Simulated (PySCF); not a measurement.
Excitations are Tamm–Dancoff values on a coarser integration grid. The basis has no diffuse functions, so Rydberg states are missing or too high.

Cartesian coordinates (Å):
```xyz
12

C     -1.9791     1.3722    -0.5464
C     -1.1652     0.4939    -0.4466
C     -0.1765    -0.5290    -0.3132
C     -0.4182    -1.7729    -0.7590
C      1.1010    -0.1838     0.3202
C      1.4281     1.0176     0.7903
H     -2.7071     2.1398    -0.6406
H     -1.3565    -2.0340    -1.2263
H      0.3298    -2.5484    -0.6587
H      1.8089    -1.0030     0.3916
H      0.7418     1.8526     0.7324
H      2.3929     1.1948     1.2456
```
Charge 0, spin multiplicity 1.

Problem. What is the computed T1 excitation (TDA), brightest of the four lowest singlets (TDA), HOMO–LUMO gap, S1–T1 gap (TDA) and HOMO (ωB97X-D3(BJ)/def2-TZVP // B3LYP-D3(BJ)/def2-TZVP (PySCF))?

Solution. 
```json
{
 "T1 excitation (TDA)": "3.15 eV",
 "brightest of the four lowest singlets (TDA)": "5.88 eV",
 "HOMO–LUMO gap": "9.78 eV",
 "S1–T1 gap (TDA)": "2.62 eV",
 "HOMO": "-9.04 eV"
}
```
